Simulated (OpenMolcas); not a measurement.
A calculation on Ti2+.

| Item | Value |
| --- | --- |
| Program | OpenMolcas |
| Method | RASSCF |
| Basis | ANO-RCC-VTZP [6s5p3d2f1g] |
| Scalar Hamiltonian | DKH2, point nucleus |
| Active space | 8 electrons in 8 orbitals (RAS1 3p, at most 2 holes; RAS2 3d) |
| State averaging | 2S+1 = 3 even, 10 roots; 2S+1 = 1 even, 15 roots |
| Spin-orbit coupling | state interaction with AMFI integrals over the reference wave functions, term energies averaged over their components |

**Question.** Which level of the active space comes out lowest?

**Answer.** 3d² ³F₂, with 100 % of that term; it is also the measured ground level.

**Question.** How high does 3d² ¹S₀ lie?

**Answer.** 38166 cm⁻¹ above the lowest level; measured 32476 cm⁻¹ above the ground level, so the calculation is off by +18 %.

**Question.** How high does 3d² ³P₀ lie?

**Answer.** 13043 cm⁻¹ above the lowest level; measured 10538 cm⁻¹ above the ground level, so the calculation is off by +24 %.

**Question.** How high does 3d² ¹D₂ lie?

**Answer.** 10513 cm⁻¹ above the lowest level; measured 8474 cm⁻¹ above the ground level, so the calculation is off by +24 %.

Measured values: Corliss and Sugar, J. Phys. Chem. Ref. Data 8, 1 (1979).

Without dynamic correlation excited terms often stand tens of per cent too high (terms of higher spin than the ground term too low), and those without a measured partner can miss by more than the paired ones. Active for correlation alone: 3p; no level in the range computed is led by a configuration that opens it, so any true level of that kind is missing. Measured partners are found by configuration, term and J. A level has none where our copy of the source lacks it or the pairing is in doubt (some pairs that miss far off the trend of their configuration count as doubtful), and it then counts in no deviation. Levels of configurations outside the active space are missing.
